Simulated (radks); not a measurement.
Dynamic dipole polarisability and lines of the sulfur ion S5+, [Ne] 3s1. All-electron calculation, non-relativistic Kohn-Sham, LB94 model potential, spin-polarised, spherical densities, point nucleus; open shells are filled with parallel spins first. Program: a radial shooting solver on a logarithmic mesh with Libxc functionals. Time-dependent linear response with the Hartree and adiabatic LDA kernel, continuum included through the Sternheimer equations. Lines are the poles of the dipole polarisability below minus the highest occupied eigenvalue, found on a grid refined at the orbital gaps; the lowest seven at most are given, and weak or close lines can be missed. The first line takes the name of the lowest orbital gap if no other gap lies below it; otherwise a line is named after a gap within 0.6 % of it, if that gap stands alone.

photon energy (eV),alpha (bohr^3)
0,2.542
4.409,2.827
10.288,5.796
16.167,-5.677
22.046,-1.346
27.925,-0.6071
33.804,-0.3090
39.683,-0.1342
45.562,0.05835
51.441,-0.5466

Lines (eV, oscillator strength): 13.584 (91.27 nm, 3s-3p), f = 0.603; 49.824 (24.88 nm, unassigned), f = 0.103; 65.675 (18.88 nm, 3s-5p), f = 0.0363; 73.514 (16.87 nm, 3s-6p), f = 0.0173; 78.030 (15.89 nm, 3s-7p), f = 0.00981; 80.877 (15.33 nm, 3s-8p), f = 0.00612. Higher lines, where found, are left out when the end of the mesh affects them. Those listed give 97 % of the static polarisability (sum of f/w^2). Orbital energy gaps for comparison: 3s-3p 12.660 eV; 3s-4p 50.369 eV; 3s-5p 65.882 eV; 3s-6p 73.620 eV; 3s-7p 78.093 eV. At laser wavelengths: 1550 nm 2.551, 1064 nm 2.560, 780 nm 2.576, 532 nm 2.616, 355 nm 2.713, 266 nm 2.865, 193 nm 3.239 bohr^3.
